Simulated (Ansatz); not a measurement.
## LiI (Lithium Iodide): entropy by statistical mechanics

A linear singlet with charge 0, relaxed at wB97M-V/def2-TZVPD (core potential) (Ansatz 0.2.0):

```xyz
2

Li    0.0000    0.0000   -0.0007
I     0.0000    0.0000    2.3927
```

Harmonic wavenumbers in cm⁻¹: 496.

Masses in u: Li 6.94, I 126.904. Take T = 298.15 K, p = 1 bar, R = 8.3145 J/(mol K), kT/hc = 207.22 cm⁻¹, rigid rotor and harmonic oscillator.

**Question.** Work out S° at 298 K.

**Answer.** 
1. Translation (Sackur–Tetrode): S = R[3/2 ln M + 5/2 ln T − 1.1517] with M = 133.844 gives 169.9 J/(mol K).
2. Rotation: the moment of inertia is 37.693 u Å², so B = 16.8576/I = 0.4472 cm⁻¹; σ = 1; q = kT/(σhcB) = 463.4; S = R(ln q + 1) = 59.4.
3. Vibration: with u = ν̃/207.22, each mode gives R[u/(eᵘ − 1) − ln(1 − e⁻ᵘ)]; the sum is 2.8, most from 496 cm⁻¹ (2.8).
4. Electronic: R ln 1 = 0.0, from the spin multiplicity alone.
5. Sum: 169.9 + 59.4 + 2.8 + 0.0 = 232.1 J/(mol K).

No measured value is set beside it here.
